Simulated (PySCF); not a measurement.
Levels of Te³³⁺ from EOM-EA-GCCSD

Reference: closed-shell Te³⁴⁺, [Ar]; one electron is added. Calculated with PySCF 2.14, two-component X2C-1e with screened spin-orbit coupling, an uncontracted even-tempered set (18 s from 2.1 bohr⁻², ratio 2.6; 14 p from 2.8 bohr⁻², ratio 2.6; 6 d from 2.8 bohr⁻², ratio 2.8; 3 f from 50 bohr⁻², ratio 2.8); frozen [Ne]; the 62 highest virtual spinors dropped; of the others 50 kept and the rest restored at second order. No Breit or QED terms. Binding energies in eV.

```
level  Koopmans
3d3/2    2063.7
3d5/2    2049.8
```

Problem. How does correlation move these levels?

Solution. 3d3/2: second order 2065.0, EOM-CCSD 2064.8; 3d5/2: second order 2051.0, EOM-CCSD 2050.7.

For comparison, the ionisation energy of Te³³⁺ is 2066 ± 5 eV (theoretical estimate listed by NIST; NIST Atomic Spectra Database, ionization energies).

Only part of the computed levels is shown.
